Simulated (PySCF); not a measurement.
Isomers of C7H10Cl2, one GFN2-xTB conformer each. Single-point energies are computed at PBE0/pcSseg-1 (PySCF, gas phase, no added dispersion term), electronic only.

**Question.** Rank them by PBE0/pcSseg-1 energy, lowest first (kcal/mol).
A. `[Cl:1][CH:2]=[C:3]1[CH2:4][CH2:5][CH:6]([Cl:7])[CH2:8][CH2:9]1` with C2–C3–C4–C5 121°, C3–C4–C5–C6 54°, C4–C5–C6–Cl7 67°, C5–C6–C8–C9 55°
B. `[Cl:1][CH2:2][C:3]([Cl:4])=[C:5]1[CH2:6][CH2:7][CH2:8][CH2:9]1` with Cl1–C2–C3–Cl4 103°, C3–C5–C6–C7 166°, C5–C6–C7–C8 32°, C6–C7–C8–C9 -39°, C7–C8–C9–C5 30°
C. `[CH2:1]=[CH:2][CH2:3]/[CH:4]=[C:5](\[CH3:6])[CH:7]([Cl:8])[Cl:9]` with C1–C2–C3–C4 -117°, C2–C3–C4–C5 -104°, C4–C5–C7–Cl8 -117°
D. `[CH3:1][CH:2]1[CH2:3][C:4](=[CH:5][CH:6]([Cl:7])[Cl:8])[CH2:9]1` with C4–C5–C6–Cl7 -120°

**Answer.** A (0.0), B (6.6), D (28.5), C (30.2).

Neighbours under 2.5 kcal/mol apart (CC1CC(=CC(Cl)Cl)C1 and C=CC/C=C(\C)C(Cl)Cl) can change places with a better method, another conformer or zero-point energy. GFN2-xTB itself gives, in the same order: 0.0, 2.0, 22.9, 38.4. Both levels put the same isomer lowest; measured from each level's own lowest isomer, the values differ by up to 8.2 kcal/mol (C=CC/C=C(\C)C(Cl)Cl: 38.4 against 30.2).

**Question.** Which frontier levels, dipoles and rotational constants go with these structures?

**Answer.** 
```tsv
SMILES	HOMO (eV, PBE0/pcSseg-1)	LUMO (eV)	dipole (D)	A, B, C (MHz)
ClC=C1CCC(Cl)CC1	-7.01	0.02	1.91	2851, 572.1, 532.8
ClCC(Cl)=C1CCCC1	-6.93	-0.66	2.66	1472, 842.7, 576.3
CC1CC(=CC(Cl)Cl)C1	-7.41	-0.62	3.51	2272, 511.6, 460.4
C=CC/C=C(\C)C(Cl)Cl	-7.47	-0.69	2.46	2090, 522.0, 471.2
```
